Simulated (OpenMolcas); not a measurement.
An OpenMolcas run meant for Ta+ (ANO-R3, X2C; inactive shells 1s 2s 2p 3s 3p 3d 4s 4p 4d 4f 5s 5p; intended active space 4 electrons in 6 orbitals (5d 6s)). One step of its input:

```
&CASPT2
Multistate=15 1 2 3 4 5 6 7 8 9 10 11 12 13 14 15
Frozen=14 16
IPEA=0.25
Imaginary=1.5
MaxIter=60
WThr=0.0 0.3 0.05
PrWF=0.5
NoMix
```

The run finished. Its levels beside those of a sound run (MS-CASPT2, IPEA 0.25 Eh, imaginary shift 0.1 Eh (closed shells correlated: 5s 5p)), in cm⁻¹ above each run's lowest level:

```
             Level  This run  Usual run
        5d³ 6s ⁵F₁       0.0        0.0
        5d³ 6s ⁵F₂      1081       1028
        5d³ 6s ⁵F₃      2701       2692
5d² 6s² ³F₂ [61 %]      7838       3780
     5d³ 6s ³P₀(1)      5366       4008
        5d³ 6s ⁵F₄      4565       4566
     5d³ 6s ³P₁(1)      6191       4837
        5d³ 6s ⁵F₅      6380       6366
       5d² 6s² ³F₃      9940       6748
       5d² 6s² ³F₄     12096       9441
        5d³ 6s ⁵P₁     11534      11466
           5d⁴ ⁵D₀     13880      13673
           5d⁴ ⁵D₁     14241      14106
 5d³ 6s ³G₅ [55 %]     15696      15021
```

Q: Which setting is unsound, and how much does it matter here?

A: The level shift is far above the usual 0.1 to 0.3 hartree and damps the second-order energy. Against the sound run the excited levels shown move by 1100 cm-1 on average and by 4100 cm-1 at most.

CASPT2 breaks the degeneracy within a term, and the mean is taken; among the terms shown or strongly mixed into the levels shown the widest spread is 880 cm-1 (5d³ 6s ⁵F, the sound run). Configurations are named by rounded mean occupations; where the s occupation lies near a half they are strongly mixed, a name can repeat and a true partner stay unpaired. A single d shell beside an s shell can misplace configurations of different d count against each other. The CASPT2 spread within a term exceeds the gap to the next term for 5d³ 6s ³P(1) and 5d² 6s² ³F, 5d³ 6s ³H and 5d³ 6s ³P(2), so the order of their levels is uncertain, and so are names and mixing where such terms share a J (holds for the sound run). Only configurations of the active space appear.

A share in square brackets marks a mixed level and gives the weight of the term that names it, the lowest over the columns. A number in round brackets counts repeated terms of one configuration in the order of the reference energies.
